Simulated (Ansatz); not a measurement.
`C[O][Sn][CH3]` → `[CH2]` (triplet) + `[CH3][Sn][OH]` at 700 K and 1 bar (formal loss of a carbene).

Isolated molecules relaxed with PBE0-D4/def2-TZVP in Ansatz; ΔE leaves out vibrations. CCSD(T)/CBS adds triple-zeta CCSD(T) − MP2 to the extrapolated MP2 energy (def2 sets, frozen cores). This one scheme is used for every species. Triplets are unrestricted, without spin–orbit coupling. Elements past krypton have def2 core potentials. For Sn outer-core shells are correlated without core-valence functions, which leaves a few kJ/mol of doubt a bond. Each species was taken in one conformer, which may not be the lowest.

```tsv
species	CCSD(T)/CBS energy (Eh)	H − E (kJ/mol)	S (J/(mol·K))
`C[O][Sn][CH3]`	-368.91992	270.8	457.7
`[CH2]` (triplet)	-39.09499	70.4	226.8
`[CH3][Sn][OH]`	-329.68108	180.6	395.6
```

H − E and S are ideal-gas, rigid-rotor, harmonic terms from PBE0-D4/def2-TZVP, for one conformer and one mirror image of each species, with the whole ground term of open shells counted as degenerate. 1 Eh = 2625.50 kJ/mol, R = 8.31446 J/(mol·K).

**Question.** By hand: ΔE, ΔH, ΔS and ΔG.

**Answer.** ΔE = (-39.09499) + (-329.68108) − (-368.91992) = 0.14385 Eh = 377.7 kJ/mol. Δ(H − E) = 70.4 + 180.6 − 270.8 = -19.8, so ΔH = 357.9 kJ/mol. ΔS = 226.8 + 395.6 − 457.7 = 164.7 J/(mol·K). ΔG = 357.9 − 700 × (164.7)/1000 = 242.6 kJ/mol.

**Question.** By hand: the equilibrium constant, and the temperature at which ΔG would vanish if ΔH and ΔS stayed fixed.

**Answer.** log₁₀ K = −ΔG/(RT ln 10) = -18.1. ΔG = 0 at ΔH/ΔS = 2173 K.

The number of gas molecules changes by +1, which sets the sign of ΔS. A doubt of 5 kJ/mol in ΔE shifts log₁₀ K by 0.4 here. Other conformers and mirror images would add mixing entropy, several J/(mol·K) or more a flexible species. A triplet takes part, so the spin changes. These are equilibria of isolated gas molecules and say nothing of rates. Largest T1 diagnostic: 0.017 (customary marks: 0.02 for closed shells, 0.045 for open ones).
